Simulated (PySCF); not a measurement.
## Correlation energy of N+ (nitrogen, charge +1)

[He] 2s2 2p2, high-spin 3P determinant. Computed with PySCF 2.14 in aug-cc-pCVTZ-DK with one added diffuse shell each of s, p, d, f type (8s7p5d3f, 75 functions), with scalar relativity by spin-free X2C-1e. Frozen: nothing; 6 electrons correlated.

| level | correlation energy (mhartree) |
| --- | --- |
| CCSD | -144.59 |
| (T) | -1.98 |
| CCSD(T) | -146.57 |

Diagnostics: T1 = 0.0055, D1 = 0.0134, largest double amplitude 0.116.

**Question.** Is a single reference adequate?

**Answer.** Mostly. T1 lies below 0.03, but a double amplitude of this size points to a near-degeneracy that CCSD handles and MP2 describes poorly.
